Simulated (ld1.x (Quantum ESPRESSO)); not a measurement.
# Which change was made? (Cd, TM)

- Element: Cd (Z = 48)
- Generator: ld1.x (Quantum ESPRESSO) 7.5
- Type: norm-conserving Troullier–Martins (Kleinman–Bylander form)
- Functional: PBE
- Relativity: scalar-relativistic
- Frozen core: [Kr]
- Valence charge: 12
- Reference configuration: 4d10 5s2 5p0
- Partial waves: 5s (bound): rc 2.60 bohr; 5p (bound, empty): rc 3.55 bohr; 4d (bound): rc 1.85 bohr
- Local potential: all-electron potential smoothed inside 1.85 bohr (lloc = -1)
- Core correction: Bessel-smoothed model core inside 0.90 bohr

Cutoffs, loose and tight: the cutoffs (Ry, on a coarse ladder) from which the occupation-weighted sum of valence levels, in a spherical-Bessel basis at the reference potential, stays within 10 and 1 mRy of its value at 400 Ry. They do not see the model core or the augmentation charge, which bear on the density cutoff. Test errors are all-electron minus pseudo excitation energies from the reference, over the configurations 4d10 5s1 5p0; 4d10 5s0 5p0; 4d9 5s0 5p0; 4d10 5s0 5p2; 4d9 5s2 5p1; 4d8 5s0 5p0; 4d10 5s0 5p1; variants that change the core or the reference have their own tests. The largest error is taken over the tests solved by every variant that gives reliable tests at all, those not shown here included: 4d10 5s0 5p0; 4d10 5s0 5p1; 4d10 5s0 5p2; 4d10 5s1 5p0; 4d8 5s0 5p0; 4d9 5s0 5p0.

The base gives: outcome: generated; cutoff, loose: 70 Ry; cutoff, tight: 100 Ry; bound ghosts: s; largest test error (meV): -537.

(1) After one change the result is: outcome: generated; cutoff, loose: 70 Ry; cutoff, tight: 100 Ry; bound ghosts: none; largest test error (meV): -1308. Which change was it?
A. wave 4d (bound): rc 1.85 bohr becomes 4d (bound): rc 1.94 bohr
B. wave 5s (bound): rc 2.60 bohr becomes 5s (bound): rc 2.90 bohr
C. all radii but the core radius scaled by about 1.10 (s 2.86, p 3.92, d 2.04 bohr); local potential all-electron potential smoothed inside 2.04 bohr (lloc = -1)
D. local potential all-electron potential smoothed inside 3.72 bohr (lloc = -1)

Results:

(1) D. The others give: all radii but the core radius scaled by about 1.10 (s 2.86, p 3.92, d 2.04 bohr); local potential all-electron potential smoothed inside 2.04 bohr (lloc = -1) → outcome: generated; cutoff, loose: 55 Ry; cutoff, tight: 90 Ry; bound ghosts: s; largest test error (meV): -746 | wave 4d (bound): rc 1.85 bohr becomes 4d (bound): rc 1.94 bohr → outcome: generated; cutoff, loose: 60 Ry; cutoff, tight: 90 Ry; bound ghosts: s; largest test error (meV): -528 | wave 5s (bound): rc 2.60 bohr becomes 5s (bound): rc 2.90 bohr → outcome: generated; cutoff, loose: 70 Ry; cutoff, tight: 100 Ry; bound ghosts: s; largest test error (meV): -717.
